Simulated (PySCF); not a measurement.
# Dipole moment and polarisability of `[H]/N=C\[SiH2]C=O`

Species: C2H5NOSi.
Geometry (GFN2-xTB, Å), atoms numbered from 1 in this order:
```
atom  x, y, z in Å
N1     2.3517   -0.1544   -0.0836
C2     1.2154    0.0161   -0.5915
Si3   -0.3838    0.6713    0.2277
C4    -1.6537   -0.7550    0.0676
O5    -2.1508   -1.3197    1.0076
H6     2.4348    0.0798    0.9054
H7     1.1574   -0.2432   -1.6499
H8    -0.8682    1.7924   -0.5781
H9    -0.1636    0.9906    1.6345
H10   -1.9304   -1.0733   -0.9622
```

Level: B3LYP/def2-SVPD (PySCF), static field, nuclei fixed, core orbitals frozen in the response. The polarisability tensor in these axes (au):

```
x   78.81  4.37 -1.17
y    4.37 55.08 -0.44
z   -1.17 -0.44 59.86
```

Question: Diagonalise the tensor; give its mean and Δα, where Δα² is half the sum of the squared differences of the eigenvalues.

Answer: Principal values 54.29, 59.80 and 79.67 au; mean 64.59 au = 9.57 Å³ = 10.65 × 10⁻⁴⁰ C²·m²/J; Δα = 23.12 au (36 % of the mean).

Question: What is the dipole moment, and where does it point?

Answer: (-0.33, 1.85, -1.01) D, 2.13 D in size, pointing from the negative to the positive side. Measured along this direction, the outermost atoms are O5 at the negative end and H8 at the positive end.

Question: In TDDFT the mean static polarisability is Σ f/ω² over all singlet excitations (ω in hartree). How much of it do the 8 lowest give? Their energies (eV) and oscillator strengths: 3.14, 0.0055; 4.02, 0.0097; 4.57, 0.0065; 5.29, 0.1048; 6.14, 0.0036; 6.25, 0.0131; 6.42, 0.0142; 6.67, 0.0177.

Answer: They add up to 4.73 au, 7.3 % of the 64.59 au; the largest single term is 2.78 au, from the state at 5.29 eV. Terms in order: 0.41, 0.44, 0.23, 2.78, 0.07, 0.25, 0.26, 0.29 au. Higher excitations give the rest. The strengths listed sum to 0.175.

Question: What would n − 1 = 2πNα be for an ideal gas of these molecules at 298.15 K and 1 atm, electronic part alone?

Answer: N = p/kT = 2.4615 × 10¹⁹ cm⁻³, so n − 1 = 2π × N × 9.57 × 10⁻²⁴ cm³ = 1480 × 10⁻⁶ at long wavelengths, for an ideal gas.

Question: Directions of the eigenvectors, and the extent of the frame along each?

Answer: Largest value along (0.98, 0.18, -0.06), where the nuclei span 4.76 Å; middle along (0.07, -0.03, 1.00), 3.15 Å; least along (-0.17, 0.98, 0.04), 2.77 Å. The response follows the extents in order.

Question: Rayleigh depolarisation ratio (linearly polarised light, static tensor)?

Answer: ρ = 3Δα²/(45ᾱ² + 4Δα²) = 1603.7/(187706 + 2138.3) = 0.00845.

Question: Molar refractivity from α?

Answer: Lorentz–Lorenz: R = (4π/3)N_A α = 2.5225 cm³/(mol·Å³) × 9.57 Å³ = 24.1 cm³/mol, in the limit of long wavelengths.

Geometry: GFN2-xTB, one conformer, isolated molecule.

The run behind these numbers computed excited states as well. Hardware: one thread, Arm Neoverse N1 (aarch64), shared host with 64 logical CPUs at a one-minute load of 62. Cost: 29 s wall (grids of density and orbitals included), 0.59 GiB resident at most.
